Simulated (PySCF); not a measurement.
Structure problem from calculated spectra and properties.

Formula: C5H13AlS.

| Quantity | Value |
| --- | --- |
| Valence photoelectron | vertical ionisation energy: 8.21 eV [ΔSCF CAM-B3LYP/def2-SVPD] |
| Polarisability | 114.8 au [CAM-B3LYP/def2-SVPD] |
| 13C NMR | chemical shifts (computed TMS as zero) by class: 152.3 (1 C), 109.8 (1 C), 21.3 (2 C), 19.7 (1 C) ppm [GIAO PBE0/pcSseg-1] |
| 1H NMR | chemical shifts (computed TMS as zero) by class: 6.29 (1 H), 4.75 (1 H), 4.68 (1 H), 4.05 (2 H), 2.07 (6 H), 1.36 (2 H) ppm [GIAO PBE0/pcSseg-1] |
| NMR, other nuclei | isotropic shieldings of nuclei other than C and H, by class: 403 (1 Al), 587 (1 S) ppm [GIAO PBE0/pcSseg-1] |
| UV, first state | lowest singlet excitation: 5.87 eV (211 nm, f = 0.061) [TDDFT CAM-B3LYP/def2-SVPD] |
| Rotational structure | rotational constants A, B, C: 2.330, 1.179, 0.912 GHz [PBE0-D3(BJ)/def2-SVP] |

Electronic properties: PySCF, gas phase, density fitting. Levels stand in brackets. Geometry: PBE0-D3(BJ)/def2-SVP, one conformer, isolated molecule. NMR classes are plain means over equivalent atoms (diastereotopic ones count apart unless rotation or inversion swaps them), as if these changed places fast.

Question: Give a SMILES that accounts for the data.

Answer: Numbering: `[CH2:1]=[CH:2][CH2:3][AlH2-:4][S+:5]([CH3:6])[CH3:7]`. 5 carbons fall into 4 classes; from least to most shielded: alkene CH carbon [C2] (152.3 ppm), terminal =CH2 carbon [C1] (109.8 ppm), S-methyl carbon [C6/C7] (21.3 ppm, 2 C), allylic carbon [C3] (19.7 ppm). Hydrogen classes from least to most shielded: 1 H on an alkene CH carbon, C2 (6.29 ppm), 1 H on a terminal =CH2 carbon, C1 (4.75 ppm), 1 H on a terminal =CH2 carbon, C1 (4.68 ppm), 2 H on an aluminium bonded to C, S and 2 H, Al4 (4.05 ppm), 6 H on 2 S-methyl carbons, C6/C7 (2.07 ppm, a mean of values up to 0.9 ppm apart in this geometry), 2 H on an allylic carbon, C3 (1.36 ppm). The other shieldings belong to: 403 ppm, aluminium bonded to C, S and 2 H [Al4]; 587 ppm, sulfur bonded to Al and 2 C [S5]. The first electron is taken from the HOMO, whose largest Löwdin shares are 0.29 on the terminal =CH2 carbon, 0.22 on the allylic carbon, 0.20 on the alkene CH carbon and 0.10 on the aluminium bonded to C, S and 2 H. The optimised geometry has point group C1 and is an asymmetric top. Structure: `C=C[CH2][AlH2-][S+](C)C`. The assignments are read from this structure; whether some other isomer fits the data as well wasn't checked.

Conformer computed: `[CH2:1]=[CH:2][CH2:3][AlH2-:4][S+:5]([CH3:6])[CH3:7]`: C1–C2–C3–Al4 -111°, C2–C3–Al4–S5 30°, C3–Al4–S5–C6 68°.
